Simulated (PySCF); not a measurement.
Compound: C10H12O.
Structure used (PBE0-D3(BJ)/def2-SVP), in Å, numbered top down from 1:
```xyz
23
C10H12O angstrom
C     -2.4610   -0.9881   -0.4344
C     -1.3541   -0.4815   -1.3562
C     -0.1547    0.0214   -0.5991
C      0.9402   -0.8249   -0.4211
C      2.0829   -0.4547    0.2995
C      3.2140   -1.4220    0.4806
C      2.1297    0.8279    0.8556
C      1.0580    1.6932    0.6881
C     -0.0878    1.3128   -0.0230
C     -1.1523    2.3283   -0.1360
O     -2.2317    2.1983   -0.6623
H     -3.3034   -1.3844   -1.0214
H     -2.0958   -1.7908    0.2248
H     -2.8463   -0.1719    0.1928
H     -1.7598    0.3203   -1.9880
H     -1.0247   -1.2974   -2.0194
H      0.9019   -1.8221   -0.8709
H      2.9700   -2.1627    1.2605
H      3.4155   -1.9819   -0.4447
H      4.1385   -0.9123    0.7855
H      3.0125    1.1474    1.4151
H      1.0993    2.7000    1.1153
H     -0.8721    3.3070    0.3361
```

NICS = −σ at a ghost point: NICS(0) at the centroid of the ring atoms, NICS(1) 1 Å to either side along the normal of their mean plane, zz for the tensor component along that normal. Level: GIAO B97-2/pcSseg-1 (PySCF, non-relativistic, gas phase) on the PBE0-D3(BJ)/def2-SVP geometry, one conformer.

Ring bond lengths (Å): C3–C4 1.395, C4–C5 1.401, C5–C7 1.399, C7–C8 1.388, C8–C9 1.401, C9–C3 1.416.

Task: Give the NICS values of each ring in ppm.

Result: 
```
             ring                                              type  NICS(0)  NICS(1), two faces  NICS(1)zz, two faces  rms pucker (Å)  centre to ring atoms, mean (Å)
C3–C4–C5–C7–C8–C9  6-membered carbocycle; formal bonds all aromatic     -8.2       -10.8 / -10.8         -25.7 / -25.1            0.00                            1.40
```

Task: What can be read from them?

Result: 
- C3–C4–C5–C7–C8–C9: mean NICS(1)zz -25.4 ppm, shielded. The ring is flat and has no four-coordinate atom; by the NICS criterion it is aromatic.

Task: And the bond-length index? Use HOMA with the parameters of Krygowski (1993).

Result: 
- C3–C4–C5–C7–C8–C9: HOMA 0.95 = 1 − EN − GEO, with mean bond length 1.400 Å, EN = α(Ropt − mean)² = 0.036 and GEO = α × variance = 0.018. The geometric and the magnetic index point the same way.

Task: What field does 9.4 T along the ring normal induce along that normal at the first NICS(1) probe listed for ring C3–C4–C5–C7–C8–C9, 1 Å off the ring?

Result: NICSzz × B0 = -25.7 ppm × 9.4 T = -242 μT, against the applied field.

Task: Give the inner angles of the rings.

Result: 
- C3–C4–C5–C7–C8–C9: C3 117.7°, C4 123.1°, C5 118.3°, C7 119.9°, C8 121.6°, C9 119.5°; sum 720.0° against 720° for a flat convex ring.

Task: How shielded are the nuclei of the rings and their hydrogens (means over atoms taken as equivalent)?

Result: 
| atoms | environment | σ isotropic (ppm) |
| --- | --- | --- |
| C3 | substituted aromatic carbon | 31.9 |
| C4 | aromatic CH carbon | 49.3 |
| C5 | substituted aromatic carbon | 37.2 |
| C7 | aromatic CH carbon | 54.8 |
| C8 | aromatic CH carbon | 43.3 |
| C9 | substituted aromatic carbon | 52.0 |
| H17 | aromatic hydrogen | 24.24 |
| H21 | aromatic hydrogen | 24.14 |
| H22 | aromatic hydrogen | 23.92 |

Task: How do the values depend on the level or the medium?

Result: 
```
                            level  NICS(0), C3–C4–C5–C7–C8–C9  mean NICS(1)zz, C3–C4–C5–C7–C8–C9
              B97-2/pcSseg-1, gas                        -8.2                              -25.4
               PBE0/pcSseg-1, gas                        -8.2                              -25.6
PBE0/pcSseg-1, IEF-PCM chloroform                        -8.0                              -25.4
     PBE0/pcSseg-1, IEF-PCM water                        -7.9                              -25.4
```

The geometry is the same throughout; the continuum's cavity takes Bondi-type radii × 1.2.

On 2 threads of an AMD EPYC 9R45 (shared host), this took 25 s wall, 63 s CPU and 2.0 GiB of memory at its peak. This is the whole shielding run at B97-2/pcSseg-1, SCF included.
